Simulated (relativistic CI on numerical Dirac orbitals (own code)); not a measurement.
## What each ingredient does to the levels of Kr25+

Base calculation: Dirac-Coulomb-Breit CI, orbitals from a KLI potential per configuration, model QED (radiative potential, 1s self-energy scaled to tabulated hydrogen-like ionisation energies), unscaled Slater integrals.

CI space (outside the closed core [Ne]): 3s, 3p, 3d, 4s, 4p, 4d, 4f, 5s, 5p, 5d, 5f, 5g, 6s, 6p, 6d. Levels of other configurations are missing.

Variants: (1) configuration mixing switched off. Shifts of the energy above 3s ²S1/2, in eV, for the lowest level and the first level of each name with at least 55 % of one term (blank where a level changes its place among those of its configuration and J or its character, or is not in the variant):

```
    Level     Base    Δ(1)
 3s ²S1/2    0.000   0.000
3p ²P°1/2   56.464  +0.003
3p ²P°3/2   69.371   0.000
 3d ²D3/2  144.532  +0.003
 3d ²D5/2  146.952   0.000
 4s ²S1/2  556.714  -0.006
4p ²P°1/2  579.710  -0.006
4p ²P°3/2  584.864  -0.006
 4d ²D3/2  612.922  -0.007
 4d ²D5/2  613.996  -0.006
4f ²F°5/2  627.745  -0.004
4f ²F°7/2  628.173  -0.004
 5s ²S1/2  800.168  -0.006
5p ²P°1/2  811.658  -0.007
5p ²P°3/2  814.227  -0.006
 5d ²D3/2  827.868  -0.006
 5d ²D5/2  828.428  -0.006
5f ²F°5/2  835.272  -0.004
5f ²F°7/2  835.490  -0.004
 5g ²G7/2  836.257  -0.004
 5g ²G9/2  836.390  -0.004
 6s ²S1/2  928.219  -0.005
```

At this charge energies of transitions that change n are usually good to better than 1 %, and those within a shell (Δn = 0) to a few per cent.

Ionisation energy from the two ground configurations alone: base 1204.44 eV. The NIST ASD value (semi-empirical) is 1205.23 eV.
